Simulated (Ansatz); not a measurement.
Consider the formal exchange of groups at a Te–H bond: `FC(F)(F)[TeH]` + `C=CCOB(O)O` → `OB(O)[Te]C(F)(F)F` + `C=CCO`.

Computed with Ansatz on PBE0-D4/def2-TZVP structures; ΔE is electronic, products minus reactants. CCSD(T)/CBS is the MP2 limit (def2-TZVPP, def2-QZVPP) plus CCSD(T) − MP2 in def2-TZVPP, frozen cores. DFT in def2-TZVPP. B3LYP here is the variant with VWN-RPA as its local correlation; programs differ in this. Elements past krypton have def2 core potentials. For Te outer-core shells are correlated without core-valence functions, which leaves a few kJ/mol of doubt a bond. Each species was taken in one conformer, which may not be the lowest.

```json
{"level": "B3LYP", "ΔE (kcal/mol)": "19.1"}
{"level": "MP2/def2-TZVPP", "ΔE (kcal/mol)": "16.1"}
{"level": "CCSD/def2-TZVPP", "ΔE (kcal/mol)": "19.2"}
{"level": "SCS-MP2/def2-QZVPP", "ΔE (kcal/mol)": "17.3"}
```

(1) What does CCSD(T)/CBS give? (Best estimate.)

Largest T1 diagnostic among the species: 0.013.

## Answers

(1) The calculation gave: +16.9 kcal/mol. The listed levels differ from it by 2.2, -0.8, 2.3, 0.4 kcal/mol.

In def2-TZVPP, CCSD(T) changes the Hartree–Fock value by −5.9 kcal/mol (the triples alone add −1.2 kcal/mol) and MP2 by −7.7 kcal/mol. The D4 term adds −1.2 kcal/mol with B3LYP and −0.6 kcal/mol with PBE0; it sums over pairs of atoms, weighted by their polarisabilities, and B3LYP, whose exchange is more repulsive, gets the larger term. From PBE to PBE0 (25 % exact exchange), in def2-TZVPP and without D4, ΔE moves by +1.6 kcal/mol.
